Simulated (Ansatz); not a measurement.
(1) Predict a relaxed structure of `[H]/C=C/c1ccc(/C=C/c2ccc(/C=C/c3ccc(/C=C/c4ccccc4)cc3)cc2)cc1`, charge 0, singlet, at r2SCAN-D4/def2-SVP (Ansatz).

Results:

(1) 
Cartesian coordinates in Å:
```
H -4.262 -11.067 7.173
C -4.157 -10.217 6.493
C -3.064 -9.434 6.533
C -2.779 -8.265 5.699
C -1.558 -7.577 5.869
C -1.231 -6.467 5.102
C -2.117 -5.979 4.115
C -1.834 -4.827 3.273
C -0.708 -4.067 3.284
C -0.421 -2.921 2.438
C -1.313 -2.425 1.456
C -0.988 -1.332 0.670
C 0.251 -0.661 0.814
C 0.643 0.487 0.015
C -0.083 1.083 -0.968
C 0.310 2.229 -1.770
C 1.554 2.893 -1.634
C 1.881 3.983 -2.424
C 0.986 4.481 -3.402
C 1.278 5.620 -4.257
C 2.421 6.352 -4.279
C 2.713 7.494 -5.137
C 3.977 8.115 -5.037
C 4.312 9.210 -5.833
C 3.390 9.716 -6.754
C 2.130 9.114 -6.866
C 1.794 8.021 -6.072
C -0.254 3.819 -3.537
C -0.581 2.725 -2.745
C 1.139 -1.153 1.795
C 0.813 -2.250 2.584
C -3.342 -6.666 3.950
C -3.666 -7.777 4.717
H -4.979 -10.044 5.792
H -2.280 -9.677 7.262
H -0.853 -7.935 6.626
H -0.273 -5.968 5.271
H -2.632 -4.575 2.564
H 0.089 -4.320 3.993
H -2.281 -2.911 1.307
H -1.709 -0.987 -0.075
H 1.635 0.889 0.252
H -1.074 0.680 -1.206
H 2.278 2.545 -0.892
H 2.852 4.465 -2.281
H 0.470 5.888 -4.948
H 3.233 6.080 -3.593
H 4.703 7.722 -4.317
H 5.299 9.672 -5.734
H 3.648 10.575 -7.380
H 1.401 9.505 -7.583
H 0.804 7.571 -6.177
H -0.968 4.180 -4.284
H -1.551 2.234 -2.875
H 2.105 -0.656 1.932
H 1.524 -2.607 3.335
H -4.048 -6.309 3.194
H -4.625 -8.276 4.553
```
 This is one stationary point.

Single mean-field runs in def2-SVP are fitted with def2-universal-jkfit.
